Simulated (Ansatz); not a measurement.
`FCBr` + `[CH3]`• → `F[CH]Br`• + CH₄ at 400 K and 1 bar (hydrogen abstraction from a C–H bond).

Isolated molecules relaxed with PBE0-D4/def2-TZVP in Ansatz; ΔE leaves out vibrations. CCSD(T)/CBS is the MP2 limit (def2-TZVPP, def2-QZVPP) plus CCSD(T) − MP2 in def2-TZVPP, frozen cores. This one scheme is used for every species. No spin–orbit coupling; open shells (•) take unrestricted orbitals. For Br outer-core shells are correlated without core-valence functions, which leaves a few kJ/mol of doubt a bond. Scalar relativity is left out up to krypton.

```csv
species,CCSD(T)/CBS energy (Eh),H − E (kJ/mol),S (J/(mol·K))
`FCBr`,-2712.35054,97.1,291.3
`[CH3]`•,-39.78218,92.9,206.6
`F[CH]Br`•,-2711.67922,61.3,294.8
CH₄,-40.46206,131.3,197.2
```

H − E and S are ideal-gas, rigid-rotor, harmonic terms from PBE0-D4/def2-TZVP, for one conformer and one mirror image of each species, with the whole ground term of open shells counted as degenerate. 1 Eh = 2625.50 kJ/mol, R = 8.31446 J/(mol·K).

Problem. By hand: ΔE, ΔH, ΔS and ΔG.

Solution. ΔE = (-2711.67922) + (-40.46206) − (-2712.35054) − (-39.78218) = -0.00856 Eh = -22.5 kJ/mol. Δ(H − E) = 61.3 + 131.3 − 97.1 − 92.9 = 2.6, so ΔH = -19.9 kJ/mol. ΔS = 294.8 + 197.2 − 291.3 − 206.6 = -5.9 J/(mol·K). ΔG = -19.9 − 400 × (-5.9)/1000 = -17.5 kJ/mol.

Problem. By hand: the equilibrium constant, and the temperature at which ΔG would vanish if ΔH and ΔS stayed fixed.

Solution. log₁₀ K = −ΔG/(RT ln 10) = 2.3. ΔG = 0 at ΔH/ΔS = 3373 K, far beyond where these terms or the molecules hold.

The number of gas molecules stays the same, so ΔS is small and ΔH decides. A doubt of 5 kJ/mol in ΔE shifts log₁₀ K by 0.7 here. Other conformers and mirror images would add mixing entropy, several J/(mol·K) or more a flexible species. These are equilibria of isolated gas molecules and say nothing of rates. Largest T1 diagnostic: 0.014 (customary marks: 0.02 for closed shells, 0.045 for open ones).
